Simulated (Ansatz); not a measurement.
Geometry optimisation, RKS BHLYP-D4/def2-SVP in Ansatz 0.2.0.

Input file:

```yaml
crystal:
  periodic: [false, false, false]
  atoms:
    - { symbol: Si, position_ang: [-1.459, 1.1142, -0.8595] }
    - { symbol: Al, position_ang: [0.633, 0.1905, -0.6808] }
    - { symbol: Ge, position_ang: [1.1122, -1.2637, 1.1946] }
    - { symbol: H, position_ang: [-2.4422, 0.1035, -0.9608] }
    - { symbol: H, position_ang: [-1.5626, 1.9829, -2.1008] }
    - { symbol: H, position_ang: [-1.7739, 2.0084, 0.3091] }
    - { symbol: H, position_ang: [1.7786, 0.4958, -1.779] }
    - { symbol: H, position_ang: [0.219, -2.4615, 1.187] }
    - { symbol: H, position_ang: [0.9672, -0.459, 2.5721] }
    - { symbol: H, position_ang: [2.6108, -1.7621, 1.1212] }
basis:
  gaussian: { orbitals: def2-SVP }
hamiltonian:
  xc: { name: BHLYP }
  dispersion: d4
relax:
  f_tol: 0.015
  max_steps: 40
output:
  orbitals: {}
```

Launched with:

```bash
$ ansatz run input.yaml --threads 2 --pin off --max-ram 3072MiB --backend cpu --events-out ev --progress --plain --runs-dir out
```

Problem. Where does it end, and by what steps?

Solution. The forces met the threshold. After 4 steps the energy has fallen by 0.326 eV; H5 moved furthest, 0.14 Å.

```json
{"step": "0", "energy less start (eV)": "0.0000", "largest force component (eV/Å)": "2.409", "accepted": "yes"}
{"step": "1", "energy less start (eV)": "-0.2963", "largest force component (eV/Å)": "0.575", "accepted": "yes"}
{"step": "2", "energy less start (eV)": "-0.3219", "largest force component (eV/Å)": "0.119", "accepted": "yes"}
{"step": "3", "energy less start (eV)": "-0.3261", "largest force component (eV/Å)": "0.032", "accepted": "yes"}
{"step": "4", "energy less start (eV)": "-0.3263", "largest force component (eV/Å)": "0.004", "accepted": "yes"}
```

```xyz
10
Properties=species:S:1:pos:R:3
Si -1.517 1.193 -0.917
Al 0.722 0.201 -0.717
Ge 1.204 -1.279 1.218
H -2.551 0.124 -0.972
H -1.681 2.047 -2.122
H -1.815 2.029 0.277
H 1.843 0.491 -1.790
H 0.249 -2.485 1.245
H 0.995 -0.535 2.548
H 2.635 -1.836 1.232
```

Run time: 13 s on 2 threads of Arm Neoverse V2, with other jobs on the host, peak memory 0.23 GiB.
